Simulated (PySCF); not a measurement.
SMILES [CH2]C(C)O (C3H7O), doublet, PBE0/def2-SVP optimised geometry.

```
11

C     -1.30     0.55     0.00
C      0.19     0.55     0.00
C      0.78    -0.80    -0.41
O      0.70     1.60    -0.78
H     -1.83     1.50     0.00
H     -1.88    -0.37     0.18
H      0.54     0.77     1.03
H      1.88    -0.75    -0.40
H      0.46    -1.07    -1.43
H      0.45    -1.60     0.27
H      0.34     1.50    -1.67
```

Density from unrestricted PBE0/def2-TZVP (PySCF 2.14.0) at that geometry.

Minimum of the electron density along straight lines between bonded atoms, close to the bond critical point (lines longer than 1.1 times the sum of covalent radii, or with two minima, are not listed):

| bond | length / Å | ρ at the minimum / e bohr⁻³ | ∇²ρ there / e bohr⁻⁵ | position (fraction from the first atom) |
|---|---|---|---|---|
| C1–C2 | 1.489 | 0.270 | ? | 0.51 |
| C2–C3 | 1.525 | 0.251 | -0.64 | 0.51 |
| C2–O4 | 1.413 | 0.265 | -0.62 | 0.36 |
| C1–H5 | 1.093 | 0.277 | -0.96 | 0.65 |
| C1–H6 | 1.093 | 0.277 | -0.95 | 0.65 |
| C2–H7 | 1.110 | 0.274 | -0.94 | 0.65 |
| C3–H8 | 1.099 | 0.273 | -0.92 | 0.64 |
| C3–H9 | 1.103 | 0.270 | -0.90 | 0.64 |
| C3–H10 | 1.101 | 0.271 | -0.91 | 0.64 |
| O4–H11 | 0.964 | 0.361 | ? | 0.80 |

### Question
What belongs in the gaps?

### Answer

- C1–C2, ∇²ρ there / e bohr⁻⁵: -0.73
- O4–H11, ∇²ρ there / e bohr⁻⁵: -2.43
